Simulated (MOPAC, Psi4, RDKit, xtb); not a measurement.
Two geometries of SMILES N[SiH2][SiH2]S (H7NSSi2), relaxed at B3LYP-D3(BJ)/def2-SVP with one dihedral held; other torsions can differ between them too.

Structure A

```
11

N     -1.0497     3.6409     1.9651
Si     0.1134     2.5268     2.6088
Si     0.7738     1.1438     0.8273
S      1.6801    -0.6024     1.7412
H     -1.6486     3.3790     1.1899
H     -1.4656     4.3771     2.5263
H     -0.3749     1.6302     3.7093
H      1.2817     3.2743     3.1613
H      1.7406     1.8233    -0.0862
H     -0.4190     0.7703     0.0034
H      2.0813    -1.1698     0.5788
```

Structure B

```
11

N     -1.0914     3.6934     2.0063
Si    -0.0032     2.4541     2.5781
Si    -1.0316     1.2862     4.3410
S      0.3053    -0.3397     4.8836
H     -1.7484     3.4758     1.2622
H     -0.7054     4.6218     1.8586
H      1.2068     3.1440     3.1155
H      0.4373     1.4796     1.5280
H     -2.3723     0.7599     3.9371
H     -1.2523     2.2007     5.5023
H     -0.4360    -0.7856     5.9254
```

### Question
Which is lower in energy at the level Psi4 with DF-MP2 (frozen core)/cc-pVTZ // B3LYP-D3(BJ)/def2-SVP, and by how much?

### Answer
A is lower, by 0.41 kcal/mol (dihedral H5–N1–Si2–Si3: 30° in A, -90° in B).

E(B) − E(A) in kcal/mol at the other levels, on the same two geometries: MMFF94 // B3LYP-D3(BJ)/def2-SVP (RDKit) -3.02; PBE0/def2-TZVP // B3LYP-D3(BJ)/def2-SVP (Psi4) 0.32; PBE0-D3(BJ)/def2-TZVP // B3LYP-D3(BJ)/def2-SVP (Psi4) 0.40; PBE/def2-TZVP // B3LYP-D3(BJ)/def2-SVP (Psi4) 0.16; PBE-D3(BJ)/def2-TZVP // B3LYP-D3(BJ)/def2-SVP (Psi4) 0.25; HF/cc-pVTZ // B3LYP-D3(BJ)/def2-SVP (Psi4) 0.31; UFF // B3LYP-D3(BJ)/def2-SVP (RDKit) -3.62; PM7, restricted, heats of formation // B3LYP-D3(BJ)/def2-SVP (MOPAC) -1.65; PM6, restricted, heats of formation // B3LYP-D3(BJ)/def2-SVP (MOPAC) 0.70; GFN1-xTB // B3LYP-D3(BJ)/def2-SVP (xtb) 1.91.

MMFF94 has few fitted parameters for silicon.
